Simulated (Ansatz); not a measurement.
```yaml
crystal:
  periodic: [false, false, false]
  atoms:
    - {symbol: O, position_ang: [-0.916612, 0.999419, 0.484518]}
    - {symbol: Zr, position_ang: [0.296260, -0.350706, -0.039302]}
    - {symbol: F, position_ang: [1.949526, -0.080423, 0.846661]}
    - {symbol: F, position_ang: [-0.395055, -2.040336, 0.469128]}
    - {symbol: Br, position_ang: [0.638955, -0.281342, -2.527405]}
    - {symbol: H, position_ang: [-1.531073, 1.689390, 0.720201]}
basis:
  gaussian: {orbitals: cc-pVTZ-DK, point_charges: [{charge: 1.00, position_ang: [5.117, 0.166, 0.922]}]}
magnetization: {spin_polarized: true, initial_magnetization: 1}
hamiltonian: {xc: {name: PBE0}}
accuracy: high
```

```sh
$ ansatz run in.yaml --threads 4 --pin off --events-out ev --progress --plain --max-ram 10444MiB
```

Output, abridged:

```
Error: a molecule whose nuclei and cores have a total charge of 102 cannot have a net charge of 0 together with 1 unpaired electrons
```

Something in this input is off. What?

The number of unpaired electrons doesn't fit the electron count. The input was rejected before any iteration.
